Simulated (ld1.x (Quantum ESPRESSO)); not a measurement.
**Transferability test, TM potential for tungsten**

ld1.x (Quantum ESPRESSO) 7.5 input, shortened:

```
&input
   title='W', zed=74., rel=1, dft='PZ', iswitch=3,
   config='[Xe] 4f14 5d4 6s0.5 6p0'
 /
 &inputp
   pseudotype=2, tm=.true., lloc=0,
   nlcc=.true., rcore=1.65
 /
3
5P  2  1   6.00   0.00  1.90  1.90  0.0
5D  3  2   4.00   0.00  2.35  2.35  0.0
6S  1  0   0.50   0.00  2.75  2.75  0.0
 &test
   configts(1)='5p6 5d4 6s0.5 6p0'
 /
```

Energies are relative to the spin-unpolarised reference configuration 5p6 5d4 6s0.5 6p0; without spin polarisation the order of configurations can differ from experiment. Spin-polarised rows fill each open shell by Hund’s rule, majority spin first.

```json
{"valence configuration": "5p6 5d4 6s1 6p0", "charge": "+1", "ΔE all-electron (eV)": "-7.118", "error AE − PS (meV)": "+0.7"}
{"valence configuration": "5p6 5d4 6s0 6p0", "charge": "+2", "ΔE all-electron (eV)": "8.909", "error AE − PS (meV)": "-5.3"}
{"valence configuration": "5p6 5d4 6s1.5 6p0", "charge": "+0.5", "ΔE all-electron (eV)": "-12.507", "error AE − PS (meV)": "-1.2"}
{"valence configuration": "5p6 5d3 6s2 6p1", "charge": "0", "ΔE all-electron (eV)": "-12.150", "error AE − PS (meV)": "-670"}
{"valence configuration": "5p6 5d5 6s1 6p0", "charge": "0", "ΔE all-electron (eV)": "-14.702", "error AE − PS (meV)": "-18"}
{"valence configuration": "5p6 5d4 6s0 6p2", "charge": "0", "ΔE all-electron (eV)": "-6.813", "error AE − PS (meV)": "-1208"}
{"valence configuration": "5p6 5d4 6s0.5 6p0 (spin-polarised)", "charge": "+1.5", "ΔE all-electron (eV)": "-2.715", "error AE − PS (meV)": "+180"}
{"valence configuration": "5p6 5d4 6s2 6p0 (spin-polarised)", "charge": "0", "ΔE all-electron (eV)": "-18.185", "error AE − PS (meV)": "+135"}
```

What are ΔE and the potential's error for 5p6 5d4 6s2 6p0?

ΔE = -16.251 eV all-electron; the error (AE − PS) is -4.8 meV.

Levels in the configuration 5p6 5d4 6s0 6p0:

```
level  all-electron (eV)  pseudo (eV)
   5p            -59.585      -59.553
   5d            -20.198      -20.197
```
